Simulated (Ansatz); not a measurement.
`CBO[SiH2][SiH3]` + `C=CC` → `C=C(C)[SiH2][SiH3]` + `CBO`  (formal exchange of groups at the Si–O bond)

Calculated with Ansatz (gas phase, PBE0-D4/def2-TZVP geometries, no zero-point term in ΔE). CBS: MP2 limit from def2 TZ/QZ plus the TZ coupled-cluster correction, frozen cores. DFT in def2-TZVPP. B3LYP here is the variant with VWN-RPA as its local correlation; programs differ in this. Each species was taken in one conformer, which may not be the lowest.

`CBO[SiH2][SiH3]`:

```xyz
14

C     0.397   -0.979    1.782
B     1.414   -1.024    0.594
O     1.416   -0.134   -0.429
Si    0.492    1.193   -0.800
Si   -1.652    0.559   -1.504
H    -0.292   -0.131    1.782
H     0.935   -0.988    2.737
H    -0.197   -1.901    1.780
H     2.252   -1.886    0.540
H     0.397    2.103    0.376
H     1.206    1.910   -1.887
H    -2.371   -0.150   -0.410
H    -1.569   -0.344   -2.683
H    -2.428    1.772   -1.878
```

`C=CC`:

Z-matrix (Å, degrees):
```
C
C 1 1.490
H 1 1.095 2 111.0
H 1 1.095 2 111.0 3 118.3
H 1 1.092 2 111.5 3 -120.8
C 2 1.325 1 125.1 3 120.8
H 2 1.088 1 116.2 3 -59.2
H 6 1.084 2 121.6 1 -180.0
H 6 1.086 2 121.4 1 0.0
```

`C=C(C)[SiH2][SiH3]`:

Cartesian coordinates in Å:
```
C 0.972 -1.831 -0.672
C 0.141 -0.791 -0.654
C -1.330 -0.944 -0.903
Si 0.806 0.919 -0.282
Si -0.048 1.717 1.749
H 0.614 -2.840 -0.868
H 2.037 -1.722 -0.496
H -1.595 -1.986 -1.100
H -1.649 -0.341 -1.758
H -1.916 -0.600 -0.045
H 0.402 1.871 -1.358
H 2.293 0.871 -0.219
H 0.388 0.846 2.874
H -1.537 1.726 1.717
H 0.419 3.105 2.015
```

`CBO`:

Z-matrix (Å, degrees):
```
C
B 1 1.559
H 1 1.096 2 110.2
H 1 1.092 2 113.4 3 122.1
H 1 1.096 2 110.2 3 -115.8
O 2 1.357 1 119.4 3 -122.1
H 2 1.207 1 121.8 3 57.8
H 6 0.960 2 113.1 1 180.0
```

| level | ΔE (kJ/mol) | difference from CCSD(T)/CBS |
| --- | --- | --- |
| PBE-D4 | 60.4 | -13.4 |
| B2PLYP | 77.4 | 3.6 |
| B3LYP | 79.3 | 5.5 |
| r2SCANh | 73.4 | -0.4 |
| BHLYP | 86.3 | 12.5 |
| CCSD/def2-SVP | 63.7 | -10.1 |
| CCSD(T)/def2-SVP | 60.4 | -13.4 |
| CCSD/def2-TZVPP | 76.5 | 2.7 |
| SCS-MP2/def2-QZVPP | 77.2 | 3.4 |
| CCSD/CBS(def2) | 77.8 | 4.0 |
| CCSD(T)/CBS | 73.8 | 0 |

(1) What do rigid-rotor, harmonic-oscillator terms from PBE0-D4/def2-TZVP frequencies (298.15 K, 1 bar) make of the CCSD(T)/CBS value? (Estimate.)

Largest T1 diagnostic among the species: 0.013.

Results:

(1) Ansatz gave: ΔZPE = +0.9 kJ/mol, ΔH = +74.3 kJ/mol, ΔS = -8 J/(mol·K), ΔG = +76.6 kJ/mol. Modes under 50 cm⁻¹ make the entropy rough.

At CCSD(T), def2-SVP lies −13.4 kJ/mol from the extrapolated value and def2-TZVPP −1.4 kJ/mol. From PBE to PBE0 (25 % exact exchange), in def2-TZVPP and without D4, ΔE moves by +4.9 kJ/mol.
